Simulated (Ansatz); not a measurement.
GaNOS: where a starting geometry ends

The starting geometry of this gas-phase singlet was optimised with GFN2-xTB.

```yaml
atoms:
  - { symbol: Ga, position_ang: [0.4215, 1.2278, 1.6500] }
  - { symbol: N, position_ang: [0.9583, -0.0590, -0.0687] }
  - { symbol: O, position_ang: [-1.3024, 0.8852, 0.2683] }
  - { symbol: S, position_ang: [-0.4053, 0.0231, -0.6246] }
```

Task: Predict what it relaxes into with PBE0-D3(BJ)/def2-SVP.

Result: It rearranges to `O=S=[N][Ga]`. Distances that change by over a tenth: Ga1–O3 (2.24 → 3.76 Å), Ga1–S4 (2.70 → 3.26 Å). Contacts that close: Ga1–N2 (2.21 → 1.94 Å).

The energy falls by 0.24 eV over 12 steps:

```json
{"step": "1", "E − E(last) (eV)": "0.239"}
{"step": "2", "E − E(last) (eV)": "0.215"}
{"step": "3", "E − E(last) (eV)": "0.206"}
{"step": "5", "E − E(last) (eV)": "0.157"}
{"step": "6", "E − E(last) (eV)": "0.094"}
{"step": "7", "E − E(last) (eV)": "0.053"}
{"step": "8", "E − E(last) (eV)": "0.038"}
{"step": "10", "E − E(last) (eV)": "0.003"}
{"step": "11", "E − E(last) (eV)": "0.000"}
{"step": "12", "E − E(last) (eV)": "0.000"}
```

Final geometry (Å):

```xyz
4

Ga    1.2173    1.1409    1.9099
N     0.7030    0.2492    0.2709
O    -1.7724    0.6555   -0.3104
S    -0.4759    0.0316   -0.6454
```

Frequencies at the end are all real (lowest 59 cm⁻¹). Run with Ansatz 0.2.0, 57 s on 1 thread of Intel(R) Xeon(R) Processor @ 2.50GHz (Skylake/Cascade Lake), on a shared host.
